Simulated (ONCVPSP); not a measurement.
## What the settings do to the ONCV potential of zinc (Zn)

Base potential:

Zn, optimised norm-conserving Vanderbilt (ONCV), made with ONCVPSP 4.0.1 (PBEsol, fully relativistic). Core [Ne], reference 3s2 3p6 3d10 4s1 4p1. Waves: 3s+4s: rc 1.20 bohr, ncon 3, nbas 6, qcut 8.7 1/bohr, 3 projectors, debl 0.5 Ha; 3p+4p: rc 1.30 bohr, ncon 3, nbas 6, qcut 12.3 1/bohr, 2 projectors; 3d: rc 0.70 bohr, ncon 4, nbas 8, qcut 14.6 1/bohr, 1 projector. Local part: polynomial inside 0.55 bohr (lpopt 5, dvloc0 -1 Ha). Core correction: Teter function fitted to the true core (icmod 2), fcfact 0.15.

Open shells are filled in proportion to 2j + 1.

Cutoffs, loose and tight: the cutoffs (Ha) at which the residual kinetic energy of the hardest occupied pseudo-wave falls to 1 and 0.1 mHa per electron. They do not see the model core or the augmentation charge, which bear on the density cutoff. Test errors are all-electron minus pseudo excitation energies from the reference, over the configurations 3s2 3p6 3d10 4s2 4p0; 3s2 3p6 3d10 4s1 4p0; 3s2 3p6 3d10 4s0 4p0; 3s2 3p6 3d9 4s2 4p0. A dash means not determined; rows that change the core or the reference have their own tests.

A true bound ghost makes a file unfit for plane-wave use even where its test errors are small: the radial tests pick states by their node count and pass the ghost by.

```csv
change,outcome,"cutoff, loose","cutoff, tight",bound ghosts,GHOST(+) flags above zero,largest test error (meV)
base,generated,431 Ha,506 Ha,none,"s, p3/2, p1/2",+6.8
"local potential polynomial inside 0.55 bohr (lpopt 5, dvloc0 7 Ha)",generated,431 Ha,506 Ha,none,"s, p3/2",+6.8
core correction none,generated,431 Ha,506 Ha,none,"s, p3/2, p1/2",+8.6
scalar-relativistic,generated,430 Ha,505 Ha,p,s,+5.5
"reference 3s2 3p6 3d10 4s2; wave 3p+4p: rc 1.30 bohr, ncon 3, nbas 6, qcut 12.3 1/bohr, 2 projectors becomes 3p: rc 1.30 bohr, ncon 3, nbas 6, qcut 12.3 1/bohr, 2 projectors, debl 0.6 Ha","generated, projector energies reset by the program",430 Ha,506 Ha,none,"s, p3/2, p1/2",+3.1
p: nbas 7,generated,431 Ha,506 Ha,none,"s, p1/2",+7.2
p: nproj 4,generated,431 Ha,506 Ha,none,s,+7.0
p: qcut 8.1,generated,431 Ha,506 Ha,none,s,+3.4
```

Task: What comes out with this change to the base: s: rc 1.04?

Result: outcome: generated; cutoff, loose: 431 Ha; cutoff, tight: 506 Ha; bound ghosts: s; GHOST(+) flags above zero: s, p3/2, p1/2; largest test error (meV): +6.2.
